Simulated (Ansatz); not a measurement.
`N[SiH2][GeH2][SH]` → `[GeH2]` + `N[SiH2]S`  (germylene formation by 1,1-elimination)

Program: Ansatz. Geometries: PBE0-D4/def2-TZVP. ΔE: electronic, gas phase. CBS: MP2 limit from def2 TZ/QZ plus the TZ coupled-cluster correction, frozen cores. Functionals use def2-TZVPP. B3LYP here is the variant with VWN-RPA as its local correlation; programs differ in this. HSE06 is defined as in plane-wave codes. For Ge outer-core shells are correlated without core-valence functions, which leaves a few kJ/mol of doubt a bond. Scalar relativity is left out up to krypton. Each species was taken in one conformer, which may not be the lowest.

Q: Is it downhill or uphill in electronic energy at CCSD(T)/CBS, and by how much? (Estimate.)

A: Ansatz gave: Uphill: ΔE = +38.7 kcal/mol.

Q: What do these levels give: BLYP-D4, B3LYP-D4, HSE06-D4, ωB97M-V, BLYP, PBE0, CAM-B3LYP, LC-ωPBE, MP2/def2-TZVPP, HF/def2-QZVPP, HF/CBS(def2), MP2/CBS(def2)? (An estimate is asked.)

A: Computed: BLYP-D4 33.5, B3LYP-D4 35.7, HSE06-D4 41.6, ωB97M-V 36.1, BLYP 29.8, PBE0 39.9, CAM-B3LYP 35.2, LC-ωPBE 41.6, MP2/def2-TZVPP 42.8, HF/def2-QZVPP 30.4, HF/CBS(def2) 30.3, MP2/CBS(def2) 41.8 kcal/mol.

Largest T1 diagnostic among the species: 0.012.

In def2-TZVPP, CCSD(T) changes the Hartree–Fock value by +8.9 kcal/mol (the triples alone add +1.4 kcal/mol) and MP2 by +12.0 kcal/mol. From BLYP to BHLYP (50 % exact exchange), in def2-TZVPP and without D4, ΔE moves by +4.8 kcal/mol.
